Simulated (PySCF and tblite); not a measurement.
Values are calculated unless marked as measured or tabulated.
C5H9Br, numbered as in [Br:1][CH:2]1[CH2:3][CH2:4][CH2:5][CH2:6]1.

Free energies: B3LYP-D3(BJ)/def2-TZVP (IEF-PCM, chloroform) on PBE0-D3(BJ)/def2-SVP structures plus GFN2-xTB thermal terms, symmetry and mirror images included. Conformers within 3 kcal/mol (GFN2-xTB free energy) were kept, 8 at most. Couplings: B3LYP/pcSseg-1 with pcJ-1 on H (gas phase; spin-dipole term only for pairs with B, N, F, Si or P). Couplings are for ¹H. Of two unlike H on one atom, a is the less shielded (wB97X-D/pcSseg-1 (IEF-PCM, chloroform)). Run with PySCF (density fitting) and tblite.

The 5-ring runs over atoms 2–3–4–5–6.

| conformer | shape | weight % |
| --- | --- | --- |
| 1 | 5-ring envelope (ring torsions -24, 0, 24, -39, 39°) | 68.7 |
| 2 | 5-ring envelope (ring torsions 26, -1, -25, 42, -42°) | 31.3 |

(1) Give the couplings in each conformer and the averages at 298.15 K (pairs that fast motion interchanges averaged).

Spin–orbit effects of the heavy atoms on shieldings are missing.

## Answers

(1) 
| coupling | pairs | 1 | 2 | average (Hz) |
| --- | --- | --- | --- | --- |
| ³J(H2,H3b) | 2 | 1.1 | 13.3 | 4.9 |
| ³J(H2,H3a) | 2 | 5.1 | 7.1 | 5.7 |
| ⁴J(H2,H4a) | 2 | -1.0 | -0.5 | -0.8 |
| ²J(H3b,H3a) | 2 | -15.3 | -13.6 | -14.8 |
| ³J(H3b,H4a) | 2 | 9.5 | 12.0 | 10.3 |
| ³J(H3b,H4b) | 2 | 0.8 | 13.2 | 4.7 |
| ⁴J(H3b,H5b) | 2 | -0.7 | -0.7 | -0.7 |
| ⁴J(H3b,H6b) | 1 | 2.3 | 0.4 | 1.7 |
| ³J(H3a,H4a) | 2 | 12.6 | 0.8 | 8.9 |
| ³J(H3a,H4b) | 2 | 11.1 | 9.4 | 10.6 |
| ⁴J(H3a,H5a) | 2 | -0.7 | -0.7 | -0.7 |
| ⁴J(H3a,H6a) | 1 | 1.1 | 1.5 | 1.2 |
| ²J(H4a,H4b) | 2 | -14.7 | -15.1 | -14.8 |
| ³J(H4a,H5a) | 1 | 14.9 | 12.7 | 14.2 |
| ³J(H4a,H5b) | 2 | 5.2 | 5.2 | 5.2 |
| ³J(H4b,H5b) | 1 | 11.7 | 14.5 | 12.6 |

Only couplings over up to 4 bonds are listed; longer-range ones, if any, are left out.
